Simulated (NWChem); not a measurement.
Molecule: C4H7F; SMILES CC/C=C\F

```xyz
12

C      0.2790     2.1323     0.3977
C      0.2348     0.9281    -0.5386
C     -0.7946    -0.0837    -0.1455
C     -0.5515    -1.3576     0.1492
F      0.6741    -1.8852     0.1114
H      1.0239     2.8693     0.0607
H      0.5421     1.8290     1.4226
H     -0.6967     2.6421     0.4430
H      0.0180     1.2766    -1.5645
H      1.2215     0.4421    -0.5802
H     -1.8402     0.2342    -0.0771
H     -1.3113    -2.0882     0.4416
```
Atoms are numbered in this order, from 1.

Computed with NWChem. Pople sets run with spherical d functions. Coordinates come from a PBE0/def2-SVP optimisation. Level: PBE/6-31G* with SMD (1 M gas to 1 M solution), gas-phase geometry.

```tsv
solvent	dielectric constant	solvation free energy (kcal/mol)	cavity-dispersion-structure term (kcal/mol)	dipole in solution (D)
water	78.4	1.5	3.8	1.34
benzene	2.27	-2.7	-1.4	1.17
ethylene glycol	40.2	0.2	2.5	1.34
dimethyl sulfoxide	46.8	-1.0	1.3	1.34
acetonitrile	35.7	-2.4	-0.1	1.34
acetone	20.5	-2.6	-0.4	1.33
cyclohexanone	15.6	-2.0	0.2	1.32
```
